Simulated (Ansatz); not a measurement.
Consider the substitution at a C–Si bond: `C[SiH]1C=C1` + `[Cl][Hf]([Cl])([Cl])[SeH]` → `C[Se][Hf]([Cl])([Cl])[Cl]` + `C1=C[SiH2]1`.

Calculated with Ansatz (gas phase, PBE0-D4/def2-TZVP geometries, no zero-point term in ΔE). CCSD(T)/CBS is the MP2 limit (def2-TZVPP, def2-QZVPP) plus CCSD(T) − MP2 in def2-TZVPP, frozen cores. DFT in def2-TZVPP. Elements past krypton have def2 core potentials. For Hf, Se outer-core shells are correlated without core-valence functions, which leaves a few kJ/mol of doubt a bond. Scalar relativity is left out up to krypton. Each species was taken in one conformer, which may not be the lowest.

```csv
level,ΔE (kcal/mol)
LDA (SPW92),13.1
CAM-B3LYP-D4,13.3
ωB97X-V,12.6
ωB97M-V,13.0
B2PLYP,12.4
PBE,12.8
LC-ωPBE,14.4
SCS-MP2/def2-TZVPP,10.8
```

(1) What does CCSD(T)/CBS give? (An estimate is asked.)

Largest T1 diagnostic among the species: 0.014.

## Answers

(1) Computed: +12.0 kcal/mol. The listed levels differ from it by 1.1, 1.3, 0.6, 1.0, 0.4, 0.8, 2.4, -1.2 kcal/mol.

The D4 term adds −1.2 kcal/mol with B3LYP and −0.6 kcal/mol with PBE0; it sums over pairs of atoms, weighted by their polarisabilities, and B3LYP, whose exchange is more repulsive, gets the larger term. Leaving LDA and LC-ωPBE aside and taking each functional with its dispersion term where it has one, the values, not all of them listed here, spread over 2.1 kcal/mol, from BLYP-D4 to B97M-V.

B3LYP here is the variant with VWN-RPA as its local correlation; programs differ in this.
